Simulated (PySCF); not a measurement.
C4H8ClF, SMILES CCC[C@@H](F)Cl.

Geometry: B3LYP-D3(BJ)/def2-SVP. The structure was generated by enumeration; whether it is a known compound was not checked. The values are those of a single conformer.

Vertical ionisation energy (IE) and electron affinity (EA) in eV. Rows of orbital energies are one-electron estimates. Where ΔSCF, EOM or ADC give a negative EA the extra electron is unbound and the value depends on the basis.

```json
[
 {"level": "−ε(HOMO), −ε(LUMO), r2SCAN/def2-TZVP (PySCF)", "IE": "7.47", "EA": "0.23"},
 {"level": "−ε(HOMO), −ε(LUMO), PBE/def2-TZVP (PySCF)", "IE": "___", "EA": "___"}
]
```

Task: Complete the blanks. (The exact figures need the calculation; the answer reports its results.)

Result: 
- −ε(HOMO), −ε(LUMO), PBE/def2-TZVP (PySCF), IE: 7.14
- −ε(HOMO), −ε(LUMO), PBE/def2-TZVP (PySCF), EA: 0.52
